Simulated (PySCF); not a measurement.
Compound: C2H5BN2O2.
Bonds: N1–B2, B2–N3, N3–C4, C4–O5 (double), C4–C6, C6–O7 (double). Hydrogens: H8, H9 on N1; H10 on B2; H11 on N3; H12 on C6.

A GFN2-xTB structure with every atom displaced at random (by about 0.01 Å) was refined with PBE0-D3(BJ)/def2-SVP geometry optimisation, gas phase in PySCF. Values at the start:

| coordinate | start |
| --- | --- |
| N1–B2 | 1.360 Å |
| N1–H8 | 1.012 Å |
| B2–N3 | 1.440 Å |
| B2–H10 | 1.157 Å |
| N3–C4 | 1.387 Å |
| N3–H11 | 1.006 Å |
| C4=O5 | 1.216 Å |
| C4–C6 | 1.492 Å |
| C6=O7 | 1.206 Å |
| C6–H12 | 1.114 Å |
| N1–B2–N3 | 118.0° |
| B2–N3–C4 | 128.9° |
| N3–C4–O5 | 123.6° |
| N3–C4–C6 | 113.9° |
| C4–C6–O7 | 124.2° |
| O5–C4–C6 | 122.5° |
| N1–B2–N3–C4 | -1° |

Question: How do these coordinates change at the PBE0-D3(BJ)/def2-SVP level?

Answer: 
```
 coordinate  PBE0-D3(BJ)/def2-SVP (Å or °)  change
     B2–H10                          1.207  +0.050
      C4–C6                          1.528  +0.036
      N3–C4                          1.354  -0.033
      N1–B2                          1.388  +0.028
      B2–N3                          1.458  +0.018
     N3–H11                          1.016  +0.010
      C6=O7                          1.201  -0.005
      N1–H8                          1.009  -0.003
     C6–H12                          1.116  +0.002
      C4=O5                          1.217  +0.001
   N3–C4–O5                          127.0    +3.4
   O5–C4–C6                          119.2    -3.3
   B2–N3–C4                          126.5    -2.4
   N1–B2–N3                          120.3    +2.3
   C4–C6–O7                          122.9    -1.3
   N3–C4–C6                          113.8    -0.1
N1–B2–N3–C4                              0      +1
```

The energy falls by 3.5 kcal/mol over 13 energy and gradient evaluations, the largest force component goes from 0.0510 to 2.1e-04 Eh/bohr, and the atoms move by 0.031 Å rms after alignment. The bond that changes most is B2–H10 (three-coordinate boron to B–H hydrogen), which lengthens by 0.050 Å. Bonds longer at the end by more than 0.005 Å: 5 of 11; shorter: 3. Rotational constants go from 6419, 1727, 1361 to 6444, 1701, 1346 MHz.

The run used 123 basis functions and 100 SCF cycles in all. The run took 77 s on Arm Neoverse V1, one thread, no GPU, shared host with 32 logical CPUs at a one-minute load of 24, and the process peaked at 0.50 GiB of memory.

PBE0-D3(BJ)/def2-SVP frequencies: not computed here. One conformer, not necessarily the lowest.

The values belong to the conformer `[NH2:1][BH:2][NH:3][C:4](=[O:5])[CH:6]=[O:7]`: N1–B2–N3–C4 0°, B2–N3–C4–O5 1°, N3–C4–C6–O7 0°, H–N1–B2–N3 180°, H–N1–B2–N3 0°.
